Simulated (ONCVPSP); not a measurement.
# Configuration tests for molybdenum (ONCV)

Mo, optimised norm-conserving Vanderbilt (ONCV), made with ONCVPSP 4.0.1 (PBE, fully relativistic). Core [Kr], reference 4d5 5p1. Waves: s scattering state at 0.44 Ha: rc 3.65 bohr, ncon 4, nbas 7, qcut 2.1 1/bohr, 1 projector; 5p: rc 3.85 bohr, ncon 4, nbas 9, qcut 2.2 1/bohr, 2 projectors, debl 1 Ha; 4d: rc 2.65 bohr, ncon 3, nbas 7, qcut 4.7 1/bohr, 2 projectors, debl 3.7 Ha; f scattering state at 0.15 Ha: rc 3.25 bohr, ncon 4, nbas 8, qcut 3.6 1/bohr, 2 projectors, debl 2.8 Ha. Local part: polynomial inside 2.00 bohr (lpopt 5, dvloc0 4 Ha). Core correction: polynomial model core, fcfact 0.35.

Open shells are filled in proportion to 2j + 1.

In the s channel the program set the typed energies aside and used 0.050 Ha.

Energies are relative to the spin-unpolarised reference configuration 4d5 5p1; without spin polarisation the order of configurations can differ from experiment.

```json
{"valence configuration": "4d5 5s1 5p0", "charge": "0", "ΔE all-electron (eV)": "-3.138", "error AE − PS (meV)": "+78"}
{"valence configuration": "4d4 5s2 5p0", "charge": "0", "ΔE all-electron (eV)": "-2.940", "error AE − PS (meV)": "+179"}
```

Question: What are ΔE and the potential's error for 4d5 5p0?

Answer: ΔE = 3.753 eV all-electron; the error (AE − PS) is -3.9 meV.

Question: What are ΔE and the potential's error for 4d4 5p0?

Answer: ΔE = 19.214 eV all-electron; the error (AE − PS) is -47 meV.

Levels in the configuration 4d5 5p0:

```
   level  all-electron (eV)  pseudo (eV)
4d j=5/2            -10.329      -10.333
4d j=3/2            -10.544      -10.549
```

These tests converged, but a pseudo level misses the all-electron one widely, so the file describes the atom poorly there or has found another state: 4d5 5s1 5p0: empty 5p by 4.9 eV; 4d4 5s2 5p0: empty 5p by 11.4 eV.
